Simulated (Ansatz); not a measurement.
CH2GaNO, SMILES `N#C[O][GaH2]`. Charge 0, multiplicity 1. The structure was optimised at the PBE0-D4/def2-TZVP level.

```xyz
6

N     2.069   -1.583   -0.113
C     1.050   -1.102   -0.380
O    -0.071   -0.592   -0.693
Ga   -0.849    0.811    0.221
H     0.001    1.310    1.414
H    -2.199    1.155   -0.448
```

(1) What is the dipole moment at r2SCAN/def2-TZVPP? (An estimate is asked.)

(2) And with PBE, B3LYP, ωB97M-V? (Best estimate.)

(3) Give the Mulliken charges with r2SCAN, PBE, ωB97M-V in def2-TZVPP. (Estimate.)

## Answers

(1) Computed: 5.84 D, with components (-4.43, 3.75, 0.64) D in this frame, pointing from negative to positive charge.

(2) The calculation gave: PBE 5.67 D, B3LYP 5.84 D, ωB97M-V 5.92 D.

(3) Computed: 
```tsv
atom	r2SCAN	PBE	ωB97M-V
N1	-0.19	-0.07	-0.16
C2	0.13	-0.04	0.10
O3	-0.34	-0.25	-0.36
Ga4	0.43	0.35	0.37
H5	-0.01	0.01	0.03
H6	-0.02	0.01	0.02
```

B3LYP here is the variant with VWN-RPA as its local correlation; programs differ in this.
